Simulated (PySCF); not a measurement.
C3H8Si2, SMILES C[Si@@H]([SiH3])C#C.

Coordinates come from a PBE0-D3(BJ)/def2-SVP optimisation. The structure was generated by enumeration; whether it is a known compound was not checked.

Level of theory: PBE/def2-TZVP run with PySCF.

Isolated molecule, no solvent.

```
Item                                                                                                            Result
---------------------------------------------------------------------------------------------  -----------------------
total energy                                                                                        -697.65068 hartree
highest occupied level                                                                                        -6.54 eV
lowest empty level                                                                                            -1.21 eV
orbital gap                                                                                                    5.33 eV
dipole moment                                                                                                0.176 e·Å
quadrupole, principal values (traceless, Buckingham form, about the centre of nuclear charge)   -4.54, -2.30, 6.84 D·Å
mean static polarisability                                                                       94.3 bohr³ (13.97 Å³)
polarisability, principal values                                                               75.1, 93.3, 114.5 bohr³
```
